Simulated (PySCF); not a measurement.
Simulated outer-valence photoelectron spectrum of `[SiH2]([SiH3])Br`. Computed with EOM-IP-CCSD/aug-cc-pVDZ in PySCF, restricted Hartree–Fock reference, frozen core, non-relativistic, gas phase, PBE0-D3(BJ)/def2-SVP geometry.

Each root has a Gaussian of 0.8 eV full width with its one-hole share as area; cross sections and vibrations are left out, and the highest printed point is 100.

| ionisation energy (eV) | intensity |
| --- | --- |
| 9.0 | 0 |
| 9.2 | 2 |
| 9.4 | 7 |
| 9.6 | 18 |
| 9.8 | 35 |
| 10.0 | 50 |
| 10.2 | 59 |
| 10.4 | 60 |
| 10.6 | 57 |
| 10.8 | 46 |
| 11.0 | 33 |
| 11.2 | 28 |
| 11.4 | 36 |
| 11.6 | 48 |
| 11.8 | 59 |
| 12.0 | 71 |
| 12.2 | 87 |
| 12.4 | 100 |
| 12.6 | 100 |
| 12.8 | 94 |
| 13.0 | 92 |
| 13.2 | 87 |
| 13.4 | 69 |
| 13.6 | 43 |
| 13.8 | 20 |
| 14.0 | 7 |
| 14.2 | 2 |
| 14.4 | 0 |
| 14.6 | 0 |
| 14.8 | 0 |
| 15.0 | 0 |
| 15.2 | 0 |
| 15.4 | 0 |
| 15.6 | 0 |
| 15.8 | 0 |
| 16.0 | 1 |
| 16.2 | 4 |
| 16.4 | 12 |
| 16.6 | 26 |
| 16.8 | 38 |
| 17.0 | 39 |
| 17.2 | 29 |
| 17.4 | 15 |
| 17.6 | 5 |
| 17.8 | 1 |
| 18.0 | 0 |

Where are the maxima, and how many lines lie under the curve?

3 maxima, at 10.4, 12.5 and 16.9 eV, from 8 lines. At this width some lines have no maximum of their own.

List the lines with their holes.

```
E (eV)  leading hole (HF orbital)  area  Koopmans (eV)
 10.06                       HOMO  0.96          10.66
 10.66                     HOMO-1  0.95          11.34
 11.69                     HOMO-2  0.95          12.41
 12.38                     HOMO-3  0.94          13.13
 12.46                     HOMO-4  0.94          13.26
 13.05                     HOMO-5  0.94          13.81
 13.32                     HOMO-6  0.93          14.23
 16.92                     HOMO-7  0.86          18.53
```

The widest gap, 3.60 eV, lies between 13.32 and 16.92 eV. Only orbitals with −ε under 21 eV, eight at most, were ionised, so the high end of the curve may lack lines.

The run took 1.9 min of wall time on one thread of an Arm Neoverse V1, on a shared host, and the process peaked at 1.7 GiB of memory.
